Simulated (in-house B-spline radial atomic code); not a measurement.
Ionising As8+ with different functionals

Computed with an all-electron radial atomic-structure program (B-spline basis): scalar-relativistic (spin-free X2C) Hamiltonian, Fermi nucleus of rms radius 4.0968 fm, spin-polarised at highest spin, spherical fractional occupations for the functionals, the average over the highest-spin determinants for Hartree-Fock. The ionisation energy is the difference of two self-consistent energies, [Ar] 3d7 → [Ar] 3d6, without Breit or QED terms; ε is the level of the shell that loses the electron (its least bound occupied spin orbital). There is no spin-orbit coupling in this Hamiltonian.

Hybrids are left out here: with spherical fractional occupations of an open shell their exact exchange keeps a self-interaction that integer-occupation calculations don't have.

```
           method          rung  ΔSCF (eV)  -ε(3d) (eV)
     Hartree-Fock  Hartree-Fock     212.21       215.26
         LDA VWN5           LDA     215.15       198.40
         LDA PW92           LDA     215.14       198.39
LDA exchange-only           LDA     212.52       195.86
              PBE           GGA     214.69       197.98
           PBEsol           GGA     214.65       197.93
             BLYP           GGA     214.60       197.87
             RPBE           GGA     214.57       197.87
             PW91           GGA     214.92       198.19
             BP86           GGA     214.87       198.13
             AM05           GGA     214.71       197.99
             OLYP           GGA     215.19       198.52
             TPSS      meta-GGA     214.42       197.75
             SCAN      meta-GGA     213.96       197.57
           r2SCAN      meta-GGA     214.07       197.66
          revTPSS      meta-GGA     214.15       197.52
```

(1) How do they compare with the NIST value?

Results:

(1) NIST lists 213 eV ± 2.2 (tabulated theory, ground level to ground level). Errors run from -0.79 to +2.19 eV; all lie within about twice that uncertainty, so the table can't rank the methods. Hartree-Fock also lacks correlation.
